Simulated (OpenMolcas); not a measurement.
## What dynamic correlation does to the levels of Ta³⁺

| Property | Result |
| --- | --- |
| Program | OpenMolcas 26.06 |
| Basis | ANO-R2 [8s6p5d3f1g] |
| Scalar Hamiltonian | X2C, finite nucleus |
| Active space | 2 electrons in 5 orbitals (5d) |
| State averaging | 2S+1 = 3 even, 10 roots; 2S+1 = 1 even, 15 roots |
| Spin-orbit coupling | RASSI with atomic mean-field integrals over the reference wave functions, term energies averaged over their components |

Methods on the same reference wave functions:
A. CASSCF
B. SS-CASPT2, IPEA 0.25 Eh, imaginary shift 0.1 Eh (closed shells correlated: 5s 5p)

Energies in cm⁻¹ above 5d² ³F₂.

```csv
Level,A,B
5d² ³F₂,0.0,0.0
5d² ³F₃,4706,5050
5d² ³F₄,9120,9370
5d² ³P₀,12975,11760
5d² ¹D₂ [57 %],13576,11010
5d² ³P₁,15472,14560
5d² ³P₂ [62 %],20687,18970
5d² ¹G₄,20842,19590
5d² ¹S₀,43017,36570
```

From A to B the spin-free energies of the other terms of 5d² shown, above ³F, scale by factors of 0.57 to 0.88.

The lowest spin-free term lies below A's lowest term by 0.192 hartree in B.

CASPT2 does not keep the components of a term degenerate, so their means are used; among the terms shown or strongly mixed into the levels shown the widest spread is 320 cm-1 (5d² ³F, B). Without dynamic correlation excited terms often stand tens of per cent too high (terms of higher spin than the ground term too low), and those without a measured partner can miss by more than the paired ones (holds for A). Levels of configurations outside the active space are missing.

A share in square brackets marks a mixed level and gives the weight of the term that names it, the lowest over the columns.
